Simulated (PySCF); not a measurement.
How methods differ on the excitation energy of Tl

Tl [Xe] 4f14 5d10 6s2 6p1 (2P) → Tl [Xe] 4f14 5d10 6s1 6p1 7s1 (4P), as a difference of total energies. Calculation: PySCF 2.14, in aug-cc-pVQZ-PP with ECP60MDF (7s7p5d3f2g, 92 functions); scalar relativity through the core potential. Correlated levels: valence: 5s2 5p6 5d10 frozen. The calculations carry no spin-orbit coupling.

| method | excitation energy (eV) |
| --- | --- |
| UHF | 7.844 |
| MP2 (valence) | 8.456 |
| SCS-MP2 (valence) | 8.658 |
| CCSD (valence) | 8.593 |
| CCSD(T) (valence) | 8.607 |

Problem. How much does correlation contribute at CCSD(T) (valence)?

Solution. 8.607 − (7.844) = 0.763 eV, measured against UHF.

The upper state lies above the first ionisation limit, but in LS coupling its spin forbids autoionisation to the ground ion; at this Z spin-orbit coupling breaks that rule. A Rydberg-like electron needs more diffuse functions than a valence basis has.

The promoted electron is Rydberg-like, and one or two diffuse shells describe it only roughly, which tends to raise the upper state.
